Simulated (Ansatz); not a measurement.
Reaction (ligand exchange at the Si–N bond): `O[SiH](F)NBS` + `C[SiH](O)O` → `C[Si@H](O)O[Si@@H](O)F` + `NBS`

Computed with Ansatz on PBE0-D4/def2-TZVP structures; ΔE is electronic, products minus reactants. CCSD(T)/CBS is the MP2 limit (def2-TZVPP, def2-QZVPP) plus CCSD(T) − MP2 in def2-TZVPP, frozen cores. DFT in def2-TZVPP. B3LYP here is the variant with VWN-RPA as its local correlation; programs differ in this. Each species was taken in one conformer, which may not be the lowest.

`O[SiH](F)NBS`:

```xyz
11

O    -0.426    1.955   -1.070
Si   -1.264    0.881   -0.190
F    -2.073    1.578    0.994
N    -0.237   -0.247    0.615
B     0.827   -0.952    0.020
S     1.789   -2.141    0.983
H     0.364    2.348   -0.693
H    -2.238    0.280   -1.111
H    -0.462   -0.441    1.582
H     1.098   -0.760   -1.127
H     2.622   -2.501   -0.004
```

`C[SiH](O)O`:

Cartesian coordinates in Å:
```
C 1.022 -0.752 -0.479
Si -0.306 0.114 0.479
O 0.052 1.718 0.362
O -1.818 -0.227 -0.075
H 1.043 -0.408 -1.517
H 2.003 -0.551 -0.042
H 0.860 -1.832 -0.478
H -0.365 -0.309 1.900
H -0.500 2.326 0.855
H -1.993 -0.077 -1.006
```

`C[Si@H](O)O[Si@@H](O)F`:

Z-matrix (Å, degrees):
```
C
Si 1 1.844
H 1 1.092 2 111.0
H 1 1.092 2 110.7 3 -120.5
H 1 1.093 2 110.3 3 119.9
O 2 1.659 1 108.0 3 -64.9
O 2 1.640 1 110.0 3 177.2
H 2 1.484 1 113.4 3 56.2
H 6 0.958 2 117.1 1 144.7
Si 7 1.626 2 135.0 1 103.2
O 10 1.624 7 111.1 2 -18.2
F 10 1.591 7 107.1 2 102.4
H 10 1.467 7 111.4 2 -140.3
H 11 0.964 10 115.7 7 31.8
```

`NBS`:

Cartesian coordinates in Å:
```
N 1.042 -0.374 0.405
B -0.288 -0.106 0.097
S -0.695 1.142 -1.158
H 1.826 0.085 -0.026
H 1.300 -1.058 1.094
H -1.160 -0.698 0.657
H -2.025 1.010 -1.069
```

```json
{"level": "B3LYP-D4", "ΔE (kJ/mol)": "-78.7"}
{"level": "MP2/CBS(def2)", "ΔE (kJ/mol)": "-74.9"}
```

(1) What does CCSD(T)/CBS give? (Best estimate.)

Largest T1 diagnostic among the species: 0.012.

Results:

(1) The calculation gave: -75.7 kJ/mol. The listed levels differ from it by -3.0, 0.8 kJ/mol.

From PBE to PBE0 (25 % exact exchange), in def2-TZVPP and without D4, ΔE moves by −3.0 kJ/mol. The D4 term adds −3.3 kJ/mol with B3LYP and −2.0 kJ/mol with PBE0; it sums over pairs of atoms, weighted by their polarisabilities, and B3LYP, whose exchange is more repulsive, gets the larger term. In def2-TZVPP, CCSD(T) changes the Hartree–Fock value by +6.0 kJ/mol (the triples alone add +0.9 kJ/mol) and MP2 by +6.8 kJ/mol.
